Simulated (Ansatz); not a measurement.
F$_{4}$Te, charge +1, sextet, at a GFN2-xTB geometry of the parent state (a state made from the parent by changing its charge; the spin is typed, not shown lowest) (core potentials on Te); BLYP/def2-SVP (Ansatz, a quantum-chemistry and plane-wave program).

Ansatz was given this input:
Ansatz 0.2 input:
```yaml
crystal:
  periodic: [false, false, false]
  atoms:
    - {symbol: Te, position_ang: [-0.01061858, 0.00295013, 0.28505227]}
    - {symbol: F, position_ang: [1.14851292, 1.60409032, 0.11390780]}
    - {symbol: F, position_ang: [1.18532124, -0.83746182, -0.85961877]}
    - {symbol: F, position_ang: [-1.15503896, -1.60227721, 0.06128147]}
    - {symbol: F, position_ang: [-1.11744340, 0.81860351, -0.96253919]}
basis:
  gaussian:
    orbitals: def2-SVP
hamiltonian:
  xc: blyp
total_charge: 1
magnetization: {spin_polarized: true, initial_magnetization: 5}
```

Output, abridged:

```
Functional definition: BLYP
912 factors; their error is unknown
mean field evaluation 1: about -18112.8760 eV, gradient 5.6e1 eV
mean field evaluation 2: about -17950.1651 eV, gradient 1.9e2 eV
mean field evaluation 4: about -18096.5436 eV, gradient 7.5e1 eV
mean field evaluation 8: about -18123.2341 eV, gradient 2.0e1 eV
mean field evaluation 16: about -18124.8987 eV, gradient 8.1e-4 eV
mean field evaluation 32: about -18124.8987 eV, gradient 4.3e-6 eV
mean field evaluation 64: about -18124.7033 eV, gradient 1.8e-6 eV
mean field evaluation 96: about -18124.7876 eV, gradient 7.4e-1 eV
mean field evaluation 128: about -18124.7002 eV, gradient 3.9e-1 eV
mean field -18124.89874303 eV, -666.0777433089 hartree, gradient 3.1e-6 eV, S^2 8.755791; 11 other end points of the search recorded, 0 dependent functions left out
reference -18124.89898026 eV, -666.0777520267 hartree; 32, 27 occupied and 50, 55 virtual orbitals, 912 factors
Total energy: -18124.89898026 eV, -666.0777520267 hartree
```
